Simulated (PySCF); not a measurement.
**Polarisability and C₆ of Ru⁺ (ruthenium, charge +1)**

[Kr] 4d6 5s1, high-spin 6D determinant (an excited configuration). All numbers are calculated (PySCF 2.14, scalar relativity by spin-free X2C-1e, in aug-cc-pVTZ-DK). Coupled (time-dependent) response in atomic units; α is the mean over directions.

```
method  mean α (bohr³)         α xx, yy, zz  C₆ (like pair)  S(−4)
  PBE0           32.64  32.31, 32.31, 33.30           231.5  659.3
```

S(−4) is the Cauchy moment in α(ω) = α(0) + S(−4) ω² + …

Spin-orbit coupling is absent.

α(iu) at PBE0:

```tsv
u (hartree)	α(iu) (bohr³)
0	32.64
0.0500	31.09
0.100	27.44
0.200	19.74
0.300	14.59
0.500	9.298
0.750	6.299
1.00	4.677
1.50	2.939
2.00	2.028
3.00	1.126
5.00	0.4862
```

A single London oscillator, α(iu) = α/(1 + u²/ω²), gives C₆ = (3/4) ω α². Matching the computed C₆ needs ω = 4 × 231.5 / (3 × 32.64²) = 0.290 hartree.

For an ion, C₆ is the dispersion term alone; charge-induced terms of lower order in 1/R come first.

The components differ because the open shell of this determinant is not spherical; for a pure term their mean is the scalar polarisability.
